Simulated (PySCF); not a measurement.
## Correlation energy of Ir²⁺ (iridium, charge +2)

[Xe] 4f14 5d6 6p1, one real determinant (an excited configuration). All numbers are calculated (PySCF 2.14, scalar relativity through the core potential, in def2-TZVPPD with the def2 core potential (60 electrons) (6s5p3d2f1g, 59 functions)). Frozen: 5s2 5p6; 7 electrons correlated.

MP2 pair energies summed by pair of shells (mhartree):

| pair | energy | share (%) |
| --- | --- | --- |
| 5d-5d | -93.10 | 83.0 |
| 5d-6p | -19.00 | 17.0 |

Total MP2 correlation energy: -112.11 mhartree.

Same-spin part -67.76 and opposite-spin part -44.34 mhartree; SCS-MP2 scales them by 1/3 and 6/5 to -75.80 mhartree.

The reference is one real determinant that mixes LS terms of this configuration.
